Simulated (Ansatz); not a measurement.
Born–Oppenheimer molecular dynamics of a periodic cell of 33 atoms, NaSr$_{32}$ (host Sr, host structure fcc, interstitial Na). It starts from a relaxed structure.

The calculation used Ansatz, DFT PBE, scalar-relativistic, plane waves, PAW. Settings: cutoff 420 eV, k mesh 1x1x1, fermi-dirac smearing 0.05 eV, no spin polarisation.

| Item | Value |
| --- | --- |
| ensemble | NVE (velocity Verlet) |
| time step | 2 fs |
| steps asked | 300 |
| starting velocities drawn for | 3000 K |
| seed | 424285 |

Frames 20 fs apart, positions in Å.

Velocities at 120 fs (Å/ps):

```
Sr 0.26 1.23 3.80
Sr -5.36 -1.85 2.21
Sr 2.31 2.02 -3.98
Sr 1.32 -3.56 0.30
Sr -6.32 -1.38 3.37
Sr 1.28 1.72 -2.30
Sr -1.64 -1.11 0.75
Sr 3.87 0.54 0.74
Sr 1.85 2.76 1.38
Sr 2.45 -1.36 1.75
Sr 3.10 0.72 -2.33
Sr 0.32 1.26 -2.20
Sr -2.41 2.81 1.85
Sr 4.53 -4.38 -0.06
Sr -1.28 -0.03 3.69
Sr -0.82 0.07 3.26
Sr -2.66 0.75 -8.67
Sr 4.84 0.16 0.83
Sr 0.95 0.81 -0.87
Sr 2.67 -3.84 -2.44
Sr -1.60 2.51 2.08
Sr 2.34 0.60 -1.69
Sr -2.94 0.10 -1.07
Sr -8.46 2.63 9.63
Sr -3.25 -1.83 -5.44
Sr 4.90 -2.80 -2.74
Sr 2.68 -2.88 -2.73
Sr -1.53 4.95 -2.84
Sr -0.42 0.17 3.24
Sr -3.33 -0.87 0.15
Sr 0.87 -0.56 -5.71
Sr 0.76 0.24 2.75
Na 2.67 1.66 12.40
```

```xyz
33
Lattice="12.1600 0.0000 0.0000 0.0000 12.1600 0.0000 0.0000 0.0000 12.1600" Properties=species:S:1:pos:R:3 time_fs=120 energy_less_start_eV=8.352 T=981
Sr 5.823 0.075 -0.202
Sr 8.703 3.638 -0.073
Sr 9.439 0.260 2.741
Sr 0.140 -0.347 0.143
Sr 2.394 2.616 0.458
Sr 5.985 6.604 -0.049
Sr 9.412 9.186 0.477
Sr 3.777 0.325 2.921
Sr 6.211 3.520 2.705
Sr 9.582 5.769 2.942
Sr 6.971 -0.149 5.386
Sr 8.858 3.028 6.023
Sr 8.505 0.491 9.906
Sr -0.195 5.538 -0.261
Sr 3.584 9.371 0.082
Sr 0.066 2.849 2.978
Sr 3.150 5.832 2.767
Sr 6.524 8.395 3.091
Sr 0.121 0.482 6.458
Sr 3.492 3.654 5.493
Sr 5.093 6.614 5.808
Sr 9.773 9.137 6.018
Sr 2.874 -0.189 9.392
Sr 4.673 3.447 10.669
Sr 9.250 5.535 9.202
Sr 0.455 8.395 2.571
Sr 0.411 6.352 5.912
Sr 2.960 9.654 5.585
Sr -0.224 2.416 9.357
Sr 2.695 5.834 8.713
Sr 5.589 9.224 8.918
Sr -0.245 8.242 9.285
Na 6.294 3.467 8.016
33
Lattice="12.1600 0.0000 0.0000 0.0000 12.1600 0.0000 0.0000 0.0000 12.1600" Properties=species:S:1:pos:R:3 time_fs=140 energy_less_start_eV=7.895 T=1092
Sr 5.833 0.099 -0.111
Sr 8.598 3.584 -0.024
Sr 9.482 0.301 2.658
Sr 0.166 -0.421 0.146
Sr 2.260 2.589 0.528
Sr 6.020 6.634 -0.103
Sr 9.369 9.157 0.479
Sr 3.845 0.332 2.941
Sr 6.248 3.570 2.736
Sr 9.627 5.748 2.984
Sr 7.016 -0.141 5.354
Sr 8.879 3.058 5.974
Sr 8.470 0.541 9.921
Sr -0.091 5.452 -0.257
Sr 3.542 9.364 0.161
Sr 0.044 2.856 3.057
Sr 3.094 5.852 2.579
Sr 6.621 8.418 3.110
Sr 0.137 0.486 6.425
Sr 3.535 3.546 5.457
Sr 5.081 6.666 5.861
Sr 9.813 9.150 5.980
Sr 2.816 -0.181 9.362
Sr 4.520 3.496 10.853
Sr 9.176 5.510 9.078
Sr 0.548 8.352 2.519
Sr 0.459 6.282 5.853
Sr 2.926 9.751 5.534
Sr -0.231 2.438 9.429
Sr 2.632 5.818 8.728
Sr 5.620 9.211 8.799
Sr -0.222 8.273 9.344
Na 6.341 3.496 8.249
33
Lattice="12.1600 0.0000 0.0000 0.0000 12.1600 0.0000 0.0000 0.0000 12.1600" Properties=species:S:1:pos:R:3 time_fs=160 energy_less_start_eV=7.575 T=1169
Sr 5.852 0.119 0.004
Sr 8.505 3.506 0.029
Sr 9.515 0.341 2.569
Sr 0.190 -0.499 0.143
Sr 2.113 2.558 0.605
Sr 6.071 6.658 -0.173
Sr 9.312 9.117 0.458
Sr 3.892 0.333 2.970
Sr 6.279 3.612 2.775
Sr 9.668 5.743 3.036
Sr 7.029 -0.145 5.347
Sr 8.926 3.097 5.919
Sr 8.463 0.576 9.894
Sr 0.026 5.374 -0.244
Sr 3.477 9.348 0.242
Sr 0.011 2.872 3.160
Sr 3.045 5.873 2.377
Sr 6.712 8.475 3.133
Sr 0.144 0.470 6.364
Sr 3.561 3.386 5.444
Sr 5.101 6.715 5.929
Sr 9.844 9.165 5.933
Sr 2.766 -0.165 9.318
Sr 4.399 3.538 11.018
Sr 9.096 5.508 8.934
Sr 0.623 8.337 2.472
Sr 0.494 6.192 5.789
Sr 2.887 9.840 5.495
Sr -0.235 2.490 9.511
Sr 2.579 5.802 8.768
Sr 5.674 9.200 8.678
Sr -0.188 8.351 9.407
Na 6.368 3.508 8.443
33
Lattice="12.1600 0.0000 0.0000 0.0000 12.1600 0.0000 0.0000 0.0000 12.1600" Properties=species:S:1:pos:R:3 time_fs=180 energy_less_start_eV=7.586 T=1166
Sr 5.880 0.132 0.129
Sr 8.436 3.419 0.077
Sr 9.537 0.377 2.479
Sr 0.208 -0.579 0.136
Sr 1.958 2.510 0.692
Sr 6.136 6.681 -0.257
Sr 9.249 9.069 0.413
Sr 3.915 0.333 3.001
Sr 6.301 3.647 2.824
Sr 9.703 5.754 3.089
Sr 7.015 -0.156 5.364
Sr 8.990 3.137 5.863
Sr 8.480 0.591 9.826
Sr 0.136 5.315 -0.228
Sr 3.403 9.327 0.314
Sr -0.032 2.895 3.284
Sr 3.015 5.883 2.182
Sr 6.790 8.559 3.160
Sr 0.139 0.442 6.286
Sr 3.573 3.195 5.456
Sr 5.142 6.749 5.997
Sr 9.868 9.178 5.881
Sr 2.730 -0.140 9.266
Sr 4.310 3.572 11.161
Sr 9.021 5.536 8.785
Sr 0.662 8.350 2.436
Sr 0.518 6.090 5.725
Sr 2.847 9.914 5.467
Sr -0.240 2.561 9.590
Sr 2.541 5.785 8.828
Sr 5.746 9.200 8.569
Sr -0.147 8.467 9.470
Na 6.362 3.493 8.584
33
Lattice="12.1600 0.0000 0.0000 0.0000 12.1600 0.0000 0.0000 0.0000 12.1600" Properties=species:S:1:pos:R:3 time_fs=200 energy_less_start_eV=7.765 T=1123
Sr 5.919 0.134 0.252
Sr 8.400 3.335 0.111
Sr 9.546 0.409 2.394
Sr 0.217 -0.657 0.123
Sr 1.805 2.435 0.791
Sr 6.213 6.704 -0.351
Sr 9.189 9.017 0.345
Sr 3.913 0.330 3.033
Sr 6.309 3.679 2.887
Sr 9.731 5.784 3.135
Sr 6.982 -0.168 5.401
Sr 9.063 3.170 5.810
Sr 8.518 0.582 9.722
Sr 0.221 5.289 -0.210
Sr 3.338 9.308 0.365
Sr -0.082 2.925 3.420
Sr 3.015 5.875 2.010
Sr 6.845 8.663 3.189
Sr 0.116 0.407 6.200
Sr 3.575 2.992 5.495
Sr 5.196 6.754 6.055
Sr 9.889 9.187 5.827
Sr 2.714 -0.109 9.211
Sr 4.250 3.596 11.286
Sr 8.959 5.596 8.642
Sr 0.655 8.387 2.417
Sr 0.535 5.985 5.667
Sr 2.809 9.966 5.454
Sr -0.249 2.638 9.654
Sr 2.520 5.769 8.902
Sr 5.833 9.217 8.481
Sr -0.103 8.608 9.528
Na 6.317 3.446 8.665
33
Lattice="12.1600 0.0000 0.0000 0.0000 12.1600 0.0000 0.0000 0.0000 12.1600" Properties=species:S:1:pos:R:3 time_fs=220 energy_less_start_eV=7.864 T=1099
Sr 5.968 0.122 0.360
Sr 8.400 3.265 0.126
Sr 9.543 0.432 2.322
Sr 0.216 -0.727 0.104
Sr 1.664 2.332 0.901
Sr 6.292 6.726 -0.453
Sr 9.140 8.966 0.255
Sr 3.885 0.323 3.058
Sr 6.303 3.709 2.964
Sr 9.749 5.834 3.167
Sr 6.936 -0.174 5.453
Sr 9.136 3.186 5.767
Sr 8.572 0.547 9.590
Sr 0.266 5.305 -0.189
Sr 3.297 9.295 0.388
Sr -0.135 2.958 3.557
Sr 3.045 5.849 1.877
Sr 6.873 8.780 3.218
Sr 0.076 0.368 6.115
Sr 3.567 2.791 5.567
Sr 5.255 6.725 6.094
Sr 9.910 9.193 5.774
Sr 2.719 -0.071 9.158
Sr 4.217 3.603 11.394
Sr 8.914 5.686 8.511
Sr 0.598 8.442 2.421
Sr 0.549 5.884 5.622
Sr 2.776 9.991 5.454
Sr -0.263 2.710 9.693
Sr 2.518 5.756 8.982
Sr 5.933 9.257 8.421
Sr -0.058 8.761 9.574
Na 6.241 3.371 8.683
```

Of the whole run (600 fs, mean temperature of the second half 1459 K): The conserved energy stayed within 0.059 meV per atom of its start (net change 0.038 meV per atom), so the integration is sound. Over the second half the temperature averaged 0.49 of the 3000 K drawn at the start: a run that starts near a minimum puts about half its kinetic energy into the potential. A run of 0.6 ps of so small a system gives no equilibrium averages. Limits of this set-up: coarse k mesh, a small cell, in which the defect meets its images.

Run time: 14 min on 4 threads of Intel(R) Xeon(R) Platinum 8488C (Sapphire Rapids), on a shared host, peak memory 1.7 GiB.
